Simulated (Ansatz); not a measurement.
C8H14O2 can be A, `CC(=O)OC1CCCCC1`, or B, `CC(=O)CC(=O)CC(C)C`.

Program: Ansatz. Geometries: PBE0-D4/def2-TZVP. ΔE: electronic, gas phase. CCSD(T)/CBS is the MP2 limit (def2-TZVPP, def2-QZVPP) plus CCSD(T) − MP2 in def2-TZVPP, frozen cores. Functionals use def2-TZVPP. Each species was taken in one conformer, which may not be the lowest.

A:

Z-matrix (Å, degrees):
```
C
C 1 1.499
H 1 1.092 2 109.9
H 1 1.092 2 109.9 3 117.8
H 1 1.087 2 109.6 3 -121.1
O 2 1.339 1 110.9 3 -59.4
O 2 1.202 1 125.1 3 120.3
C 6 1.438 2 116.8 1 179.8
C 8 1.511 6 107.8 2 -157.0
C 8 1.528 6 110.6 2 81.2
H 8 1.093 6 107.2 2 -38.7
C 9 1.533 8 109.9 6 172.9
H 9 1.092 8 110.0 6 50.6
H 9 1.095 8 108.6 6 -65.9
C 10 1.533 8 111.7 6 151.0
H 10 1.094 8 108.0 6 29.8
H 10 1.092 8 109.0 6 -86.2
C 12 1.535 9 112.3 8 32.8
H 12 1.094 9 109.8 8 -89.3
H 12 1.093 9 108.9 8 154.7
H 15 1.095 10 110.1 8 -88.9
H 15 1.092 10 109.9 8 154.4
H 18 1.096 12 110.0 9 -91.0
H 18 1.093 12 110.1 9 152.4
```

B:

Z-matrix (Å, degrees):
```
C
C 1 1.498
H 1 1.094 2 109.8
H 1 1.094 2 109.2 3 116.7
H 1 1.088 2 110.4 3 -122.7
C 2 1.523 1 115.8 3 -47.4
O 2 1.205 1 123.4 3 130.4
C 6 1.523 2 107.0 1 87.4
H 6 1.090 2 110.9 1 -30.5
H 6 1.089 2 108.1 1 -152.7
O 8 1.206 6 120.5 2 -88.3
C 8 1.502 6 116.2 2 89.7
C 12 1.535 8 113.0 6 75.1
H 12 1.096 8 108.1 6 -45.6
H 12 1.093 8 108.0 6 -163.3
C 13 1.521 12 109.7 8 -175.4
C 13 1.521 12 111.5 8 61.0
H 13 1.097 12 108.2 8 -58.0
H 16 1.094 13 110.7 12 -61.9
H 16 1.093 13 110.9 12 178.7
H 16 1.093 13 111.5 12 58.2
H 17 1.093 13 110.7 12 -179.5
H 17 1.092 13 112.2 12 -58.8
H 17 1.094 13 110.6 12 61.0
```

Task: Which is lower in electronic energy at CCSD(T)/CBS, and by how much? (An estimate is asked.)

Result: The calculation gave: A, by 48.7 kJ/mol.

Task: Give E(B) − E(A) in kJ/mol with CCSD(T)/def2-TZVPP, PBE-D4, HF/def2-TZVPP, B2PLYP, PBE0-D4, r2SCAN-D4, BLYP-D4. (An estimate is asked.)

Result: The calculation gave: CCSD(T)/def2-TZVPP 47.5, PBE-D4 41.3, HF/def2-TZVPP 37.5, B2PLYP 38.8, PBE0-D4 57.1, r2SCAN-D4 46.1, BLYP-D4 20.4. None reverses the order clearly.

Largest T1 diagnostic: 0.013.

Leaving LDA and LC-ωPBE aside and taking each functional with its dispersion term where it has one, the values, not all of them listed here, spread over 43.7 kJ/mol, from BLYP-D4 to PBE-QIDH. LDA lies +41.6 kJ/mol from PBE without D4. From r2SCAN to r2SCAN0 (25 % exact exchange), in def2-TZVPP and without D4, E(B) − E(A) moves by +12.5 kJ/mol.
